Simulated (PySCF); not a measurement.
Homolysis of single bonds, series Si Br-H. Gas-phase values, no solvent. Strings in code marks are SMILES.

Computed with PBE-D3(BJ)/def2-TZVP // B3LYP-D3(BJ)/def2-TZVP (PySCF). Excitations are Tamm–Dancoff values on a coarser integration grid. The basis has no diffuse functions, so Rydberg states are missing or too high.

```
species                              S1 excitation (TDA) (eV)  HOMO–LUMO gap (eV)
-----------------------------------  ------------------------  ------------------
whole molecule (`Br[Si](Br)(Br)Br`)                      4.86                 ___
whole molecule (`Br[SiH](Br)Br`)                         5.38                5.23
radical fragment (`Br[SiH]Br`)                              –                   –
whole molecule (`Br[SiH2]Br`)                            5.87                5.74
radical fragment (`Br[SiH2]`)                               –                   –
```

### Question
Fill in the missing entries.

### Answer

- whole molecule (`Br[Si](Br)(Br)Br`), HOMO–LUMO gap (eV): 4.73
